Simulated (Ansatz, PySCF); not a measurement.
Ru(O)2(OH)4 (H₄O₆Ru), SMILES [Ru]([OH])([OH])([OH])(=[O])(=[O])[OH], multiplicity 1.

Geometry: PBE0-D3(BJ)/def2-SVP. The spin state was assumed, not searched. The def2 effective core potentials stand for the cores of Ru; spin–orbit coupling is left out. The values are those of a single conformer.

Vertical ionisation energy (IE) and electron affinity (EA) in eV. Rows of orbital energies are one-electron estimates. Where ΔSCF, EOM or ADC give a negative EA the extra electron is unbound and the value depends on the basis.

```csv
level,IE,EA
"−ε(HOMO), −ε(LUMO), B3LYP/def2-TZVP (PySCF)",8.85,5.58
"−ε(HOMO), −ε(LUMO), PBE/def2-TZVP (PySCF)",7.37,5.71
"ΔSCF, PBE/def2-SVPD (Ansatz), final states of multiplicity 2 and 2",10.58,2.89
```

Problem. What vertical singlet–triplet gap does ΔSCF give with PBE0/def2-SVPD (Ansatz, an electronic-structure program) and with PBE/def2-SVPD (Ansatz)? (Estimate from the structure and the level; the computed values follow.)

Solution. 1.28 and 1.62 eV (triplet above singlet where positive).
